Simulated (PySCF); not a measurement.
A calculated (PBE, PySCF 2.14, aug-cc-pwCVTZ-DK3, scalar relativity by spin-free X2C-1e) atom or ion has these occupied shells.

```json
{"shell": "1s β", "electrons": "1", "orbital energy (eV)": "-30247.4", "rms radius, mean of both spins (bohr)": "0.0326"}
{"shell": "1s α", "electrons": "1", "orbital energy (eV)": "-30247.3", "rms radius, mean of both spins (bohr)": "0.0326"}
{"shell": "2s β", "electrons": "1", "orbital energy (eV)": "-4605.6", "rms radius, mean of both spins (bohr)": "0.133"}
{"shell": "2s α", "electrons": "1", "orbital energy (eV)": "-4605.6", "rms radius, mean of both spins (bohr)": "0.133"}
{"shell": "2p α", "electrons": "3", "orbital energy (eV)": "-4138.3", "rms radius, mean of both spins (bohr)": "0.118"}
{"shell": "2p β", "electrons": "3", "orbital energy (eV)": "-4138.3", "rms radius, mean of both spins (bohr)": "0.118"}
{"shell": "3s β", "electrons": "1", "orbital energy (eV)": "-904.31", "rms radius, mean of both spins (bohr)": "0.353"}
{"shell": "3s α", "electrons": "1", "orbital energy (eV)": "-904.31", "rms radius, mean of both spins (bohr)": "0.353"}
{"shell": "3p α", "electrons": "3", "orbital energy (eV)": "-751.54", "rms radius, mean of both spins (bohr)": "0.354"}
{"shell": "3p β", "electrons": "3", "orbital energy (eV)": "-751.53", "rms radius, mean of both spins (bohr)": "0.354"}
{"shell": "3d α", "electrons": "5", "orbital energy (eV)": "-517.00", "rms radius, mean of both spins (bohr)": "0.333"}
{"shell": "3d β", "electrons": "5", "orbital energy (eV)": "-517.00", "rms radius, mean of both spins (bohr)": "0.333"}
{"shell": "4s α", "electrons": "1", "orbital energy (eV)": "-150.06", "rms radius, mean of both spins (bohr)": "0.841"}
{"shell": "4s β", "electrons": "1", "orbital energy (eV)": "-150.05", "rms radius, mean of both spins (bohr)": "0.841"}
{"shell": "4p β", "electrons": "3", "orbital energy (eV)": "-103.20", "rms radius, mean of both spins (bohr)": "0.910"}
{"shell": "4p α", "electrons": "3", "orbital energy (eV)": "-103.20", "rms radius, mean of both spins (bohr)": "0.910"}
{"shell": "4d β", "electrons": "5", "orbital energy (eV)": "-34.871", "rms radius, mean of both spins (bohr)": "1.12"}
{"shell": "4d α", "electrons": "5", "orbital energy (eV)": "-34.858", "rms radius, mean of both spins (bohr)": "1.12"}
{"shell": "5s β", "electrons": "1", "orbital energy (eV)": "-13.290", "rms radius, mean of both spins (bohr)": "2.33"}
{"shell": "5p α", "electrons": "3", "orbital energy (eV)": "-5.709", "rms radius, mean of both spins (bohr)": "3.07"}
{"shell": "5p β", "electrons": "1", "orbital energy (eV)": "-5.089", "rms radius, mean of both spins (bohr)": "3.07"}
```

(1) Name the element and its charge.

Answers

(1) Sb (antimony, neutral), in [Kr] 4d10 5s1 5p4, 5s spin antiparallel (an excited configuration).
